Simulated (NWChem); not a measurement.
System: C$_{2}$H$_{5}$FOSi; SMILES C=C(F)[SiH2]O

Input file for NWChem:

```
start job
memory heap 200 mb stack 900 mb global 1100 mb
geometry units angstroms noautoz
  C      0.746009     1.966151     0.350898
  C      0.074087     0.954686    -0.197585
  F     -1.091766     1.220597    -0.868758
  Si     0.535075    -0.869522    -0.199809
  O     -0.533318    -1.803972     0.670779
  H      0.398786     2.992974     0.272120
  H      1.665078     1.777305     0.894615
  H      1.846791    -1.008550     0.471487
  H      0.599380    -1.306523    -1.621856
  H     -1.437489    -1.859751     0.331377
end
basis spherical
  C library def2-svp
  F library def2-svp
  Si library def2-svp
  O library def2-svp
  H library def2-svp
end
dft
  xc xpbe96 cpbe96
  iterations 150
  mulliken
end
task dft energy
```

The geometry was optimised at B3LYP/6-31G* (spherical d).

What results follow from this input? (PBE/def2-SVP.) Quantities: energy (Ha); highest occupied level (eV); orbital gap (eV); dipole (D).


```json
{
  "energy (Ha)": "-543.07",
  "highest occupied level (eV)": "-6.44",
  "orbital gap (eV)": "5.05",
  "dipole (D)": "0.22"
}
```
